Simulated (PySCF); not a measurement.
C4H9O (SMILES C1CC[OH+]C1), charge +1, singlet, at a GFN2-xTB geometry; CCSD(T)/STO-3G (PySCF).

Input for PySCF:
```python
from pyscf import gto, scf, cc

mol = gto.M(
    atom='''
C    -0.00447944   -1.28472879    0.09392042
C     1.23954683   -0.37690799    0.08282651
C     0.68440553    1.04470378   -0.06175191
O    -0.74163892    0.90458995   -0.37031417
C    -1.15092608   -0.31491245    0.32720489
H    -0.12187878   -1.80153494   -0.85891324
H     0.04576841   -2.03792154    0.87515177
H     1.90529941   -0.63552379   -0.73769529
H     1.80459289   -0.46948605    1.00710049
H     1.15957586    1.63391109   -0.84446657
H     0.72977715    1.59910521    0.87765499
H    -0.83620533    0.74778215   -1.33255069
H    -2.11628290   -0.64158325   -0.05666754
H    -1.24881633   -0.04039584    1.37970000
''',
    basis='sto-3g',
    charge=1,
    verbose=4,
)

mf = scf.RHF(mol)
mf.kernel()

mycc = cc.CCSD(mf, frozen=5)
mycc.kernel()
et = mycc.ccsd_t()
print('E(CCSD(T)) = %.10f' % (mycc.e_tot + et))
```

What the program printed (banner, timings and long lists left out):

```
PySCF version 2.14.0

[INPUT] verbose = 4
[INPUT] num. atoms = 14
[INPUT] num. electrons = 40
[INPUT] charge = 1
[INPUT] spin (= nelec alpha-beta = 2S) = 0
[INPUT] symmetry False subgroup None
[INPUT] Mole.unit = angstrom
[INPUT] Symbol           X                Y                Z      unit          X                Y                Z       unit  Magmom
[INPUT]  1 C     -0.004479440000  -1.284728790000   0.093920420000 AA   -0.008464914791  -2.427785557444   0.177483871304 Bohr   0.0
[INPUT]  2 C      1.239546830000  -0.376907990000   0.082826510000 AA    2.342404027273  -0.712252875260   0.156519419754 Bohr   0.0
[INPUT]  3 C      0.684405530000   1.044703780000  -0.061751910000 AA    1.293339009838   1.974204025498  -0.116694197569 Bohr   0.0
[INPUT]  4 O     -0.741638920000   0.904589950000  -0.370314170000 AA   -1.401494442118   1.709427260534  -0.699792361346 Bohr   0.0
[INPUT]  5 C     -1.150926080000  -0.314912450000   0.327204890000 AA   -2.174935080819  -0.595098283716   0.618327628718 Bohr   0.0
[INPUT]  6 H     -0.121878780000  -1.801534940000  -0.858913240000 AA   -0.230317514596  -3.404407640435  -1.623110788363 Bohr   0.0
[INPUT]  7 H      0.045768410000  -2.037921540000   0.875151770000 AA    0.086489760057  -3.851113573952   1.653797162728 Bohr   0.0
[INPUT]  8 H      1.905299410000  -0.635523790000  -0.737695290000 AA    3.600494070195  -1.200965908746  -1.394042061482 Bohr   0.0
[INPUT]  9 H      1.804592890000  -0.469486050000   1.007100490000 AA    3.410186328437  -0.887200053804   1.903144106015 Bohr   0.0
[INPUT] 10 H      1.159575860000   1.633911090000  -0.844466570000 AA    2.191280796057   3.087644471990  -1.595810538651 Bohr   0.0
[INPUT] 11 H      0.729777150000   1.599105210000   0.877654990000 AA    1.379078945466   3.021870891265   1.658527562958 Bohr   0.0
[INPUT] 12 H     -0.836205330000   0.747782150000  -1.332550690000 AA   -1.580199057602   1.413103464338  -2.518155851200 Bohr   0.0
[INPUT] 13 H     -2.116282900000  -0.641583250000  -0.056667540000 AA   -3.999195083100  -1.212416628608  -0.107086130753 Bohr   0.0
[INPUT] 14 H     -1.248816330000  -0.040395840000   1.379700000000 AA   -2.359920843584  -0.076337074172   2.607255134062 Bohr   0.0

nuclear repulsion = 200.87126465181
number of shells = 24
number of NR pGTOs = 102
number of NR cGTOs = 34
basis = sto-3g
ecp = {}

******** <class 'pyscf.scf.hf.RHF'> ********
method = RHF
initial guess = minao
damping factor = 0
level_shift factor = 0
DIIS = <class 'pyscf.scf.diis.CDIIS'>
diis_start_cycle = 1
diis_space = 8
diis_damp = 0
SCF conv_tol = 1e-09
SCF conv_tol_grad = None
SCF max_cycles = 50
direct_scf = True
direct_scf_tol = 1e-13
Set gradient conv threshold to 3.16228e-05
Initial guess from minao.
init E= -229.932289866636
  HOMO = -0.318621603267553  LUMO = 0.299791240349122  gap/eV = 16.82787
cycle= 1 E= -228.494015209866  delta_E= 1.44  |g|= 0.357  |ddm|= 4.33
  HOMO = -0.65797045131196  LUMO = 0.129061869313158  gap/eV = 21.41624
cycle= 2 E= -228.54415942629  delta_E= -0.0501  |g|= 0.0896  |ddm|= 0.598
  HOMO = -0.648000641417045  LUMO = 0.180516107420198  gap/eV = 22.54509
cycle= 3 E= -228.547069008082  delta_E= -0.00291  |g|= 0.0229  |ddm|= 0.14
  HOMO = -0.650708886932035  LUMO = 0.180793776059615  gap/eV = 22.62634
cycle= 4 E= -228.54733409559  delta_E= -0.000265  |g|= 0.00332  |ddm|= 0.0491
  HOMO = -0.651151416328985  LUMO = 0.17936476852682  gap/eV = 22.59950
cycle= 5 E= -228.547339808257  delta_E= -5.71e-06  |g|= 0.00103  |ddm|= 0.00656
  HOMO = -0.651203489169496  LUMO = 0.179719337533171  gap/eV = 22.61056
cycle= 6 E= -228.547340459455  delta_E= -6.51e-07  |g|= 0.000172  |ddm|= 0.00267
  HOMO = -0.651181642085145  LUMO = 0.179716914757732  gap/eV = 22.60990
cycle= 7 E= -228.547340481713  delta_E= -2.23e-08  |g|= 3.73e-05  |ddm|= 0.000533
  HOMO = -0.651190657529531  LUMO = 0.179716013201736  gap/eV = 22.61012
cycle= 8 E= -228.547340482619  delta_E= -9.06e-10  |g|= 8.43e-06  |ddm|= 9.65e-05
  HOMO = -0.651188282154657  LUMO = 0.179714421666035  gap/eV = 22.61001
Extra cycle  E= -228.54734048266  delta_E= -4.05e-11  |g|= 3.12e-06  |ddm|= 1.52e-05
converged SCF energy = -228.54734048266

******** <class 'pyscf.cc.ccsd.CCSD'> ********
CC2 = 0
CCSD nocc = 15, nmo = 29
frozen orbitals 5
max_cycle = 50
direct = 0
conv_tol = 1e-07
conv_tol_normt = 1e-05
diis_space = 6
diis_start_cycle = 0
diis_start_energy_diff = 1e+09
Init t2, MP2 energy = -228.796212062323  E_corr(MP2) -0.248871579663473
Init E_corr(CCSD) = -0.248871579667888
cycle = 1  E_corr(CCSD) = -0.298343753148429  dE = -0.0494721735  norm(t1,t2) = 0.0590622
cycle = 2  E_corr(CCSD) = -0.313347178621114  dE = -0.0150034255  norm(t1,t2) = 0.0205896
cycle = 3  E_corr(CCSD) = -0.321717102588899  dE = -0.00836992397  norm(t1,t2) = 0.00845419
cycle = 4  E_corr(CCSD) = -0.322016209825325  dE = -0.000299107236  norm(t1,t2) = 0.0013631
cycle = 5  E_corr(CCSD) = -0.322000259813878  dE = 1.59500114e-05  norm(t1,t2) = 0.000475328
cycle = 6  E_corr(CCSD) = -0.321995120674374  dE = 5.1391395e-06  norm(t1,t2) = 0.000106793
cycle = 7  E_corr(CCSD) = -0.321992293329046  dE = 2.82734533e-06  norm(t1,t2) = 3.46874e-05
cycle = 8  E_corr(CCSD) = -0.321991951074263  dE = 3.42254783e-07  norm(t1,t2) = 1.26899e-05
cycle = 9  E_corr(CCSD) = -0.321991834351192  dE = 1.16723071e-07  norm(t1,t2) = 3.44402e-06
cycle = 10  E_corr(CCSD) = -0.321991768503843  dE = 6.58473485e-08  norm(t1,t2) = 7.40926e-07
CCSD converged
E(CCSD) = -228.8693322511636  E_corr = -0.3219917685038435
CCSD(T) correction = -0.0032241016403658
E(CCSD(T)) = -228.8725563528
```
